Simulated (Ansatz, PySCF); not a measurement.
This triplet is an excited state, 1.95 eV above the relaxed singlet at the level B3LYP/cc-pVTZ // PBE0-D3(BJ)/def2-TZVP (Ansatz, a program for electronic structure).

**C$_{2}$H$_{2}$OSi, SMILES `C#C[Si]O` (excited triplet) (charge 0, multiplicity 3)**

Computed with PBE0-D3(BJ)/def2-TZVP in PySCF 2.14.0.

- highest occupied spin orbital = -5.04 eV
- dipole moment = 1.33 D
- total energy = -441.7840 Ha
- cost = about 90 core-seconds (a rough figure)

```xyz
6

C      1.9096    -0.2455     0.4168
C      0.7116    -0.3703     0.2518
Si    -1.0190    -0.7060     0.0332
O     -2.0420     0.4907    -0.4572
H      2.9587    -0.1219     0.5572
H     -2.5190     0.9529     0.2364
```
Charge 0, spin multiplicity 3.
